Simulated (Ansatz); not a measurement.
SnF2 (SMILES [F][Sn][F]): methods side by side

SnF2 has 3 atoms, charge 0, and is taken as a singlet. As SMILES, `[F][Sn][F]`. Geometry: a GFN2-xTB relaxation, a rough one for these elements and not checked as a minimum.

```xyz
3

Sn    0.0053   -0.0076   -0.8651
F     1.6183   -0.0212    0.4431
F    -1.6236    0.0288    0.4221
```

Each level gives the energy change with the Sn1–F3 bond stretched from 2.076 to 4.153 Å (eV). The values are calculated.

| level | kind | program | value (eV) | less FCI/STO-3G | CPU time (all runs) |
| --- | --- | --- | --- | --- | --- |
| HF/STO-3G (restricted) | Hartree–Fock | Ansatz | 8.41 | +5.26 | 1.4 s |
| SVWN5/STO-3G (restricted) | LDA | Ansatz | 5.85 | +2.70 | 7.5 s |
| BLYP/STO-3G (restricted) | GGA | Ansatz | 5.51 | +2.36 | 12 s |
| r2SCAN0/STO-3G (restricted) | hybrid meta-GGA | Ansatz | 6.57 | +3.42 | 15 s |
| wB97M-V/STO-3G (restricted) | range-separated hybrid | Ansatz | 7.28 | +4.13 | 60 s |
| B2PLYP/STO-3G (restricted) | double hybrid | Ansatz | 4.34 | +1.19 | 7.8 s |
| MP2/STO-3G (restricted) | perturbation theory | Ansatz | 3.25 | +0.10 | 3.7 s |
| BCCD(T)/STO-3G (restricted) | coupled cluster or CI | Ansatz | 3.03 | -0.12 | 3.4 s |
| CCSDT/STO-3G (restricted) | coupled cluster or CI | Ansatz | 3.16 | +0.01 | 5.5 s |
| FCI/STO-3G | exact in the basis | Ansatz | 3.15 | 0.00 | 8.5 s |

FCI/STO-3G is exact within its basis and frozen core, so for wave-function methods in that basis the difference is their error; functionals converge differently with the basis, so for them it is only a difference. A spin-restricted reference rises too steeply as a bond breaks; here HF/STO-3G, SVWN5/STO-3G, BLYP/STO-3G, r2SCAN0/STO-3G, wB97M-V/STO-3G, B2PLYP/STO-3G lie well above the multireference or unrestricted value. All-electron rows without a relativistic Hamiltonian named are non-relativistic. The first shape isn't each level's own minimum. The values span 3.03 to 8.41 eV. All rows use very small basis sets, so none should be taken for the real molecule's value. In the correlated wave-function rows the outer d shell of Sn is correlated, in sets not made for it. CPU times are rough (shared hosts, several kinds of processor and program).
